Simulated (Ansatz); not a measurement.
Ga6, relaxed as a singlet with RKS r2SCAN-D4/def2-SVP in Ansatz, starting from the GFN1-xTB geometry. Force threshold 0.02 eV/Å.

The restricted singlet is unstable towards broken spin symmetry in Hartree–Fock (as tested in another run); at r2SCAN-D4/def2-SVP this wasn't settled. The structure comes from a short search, and lower isomers may exist.

Start:

Cartesian coordinates in Å:
```
Ga -0.529 1.750 -0.812
Ga -0.916 -1.759 0.229
Ga -1.361 0.676 1.287
Ga 1.862 0.542 -0.466
Ga 1.027 -0.526 1.632
Ga -0.084 -0.683 -1.870
```

(1) Estimate the energy that the relaxation releases and the steps that it takes.

(2) Does the start keep its bonding?

(3) Predict the relaxed structure.

## Answers

(1) 38.9 kJ/mol, in 5 steps; 37 s on 4 threads of Arm Neoverse V2 on a shared host. No frequencies were taken in this run, so the end may be a saddle point.

(2) Bonds lost: Ga1–Ga4, Ga3–Ga5 (atoms count from 1).

(3) 
Cartesian coordinates in Å:
```
Ga -0.7328 1.7462 -0.9046
Ga -0.8552 -1.5903 0.3851
Ga -1.5755 0.6659 1.2157
Ga 2.0004 0.3706 -0.5164
Ga 1.1538 -0.7073 1.6038
Ga 0.0092 -0.4852 -1.7836
```
Bond lengths (bridged metal pairs left out): 7 × Ga–Ga 2.51 to 2.58 Å.
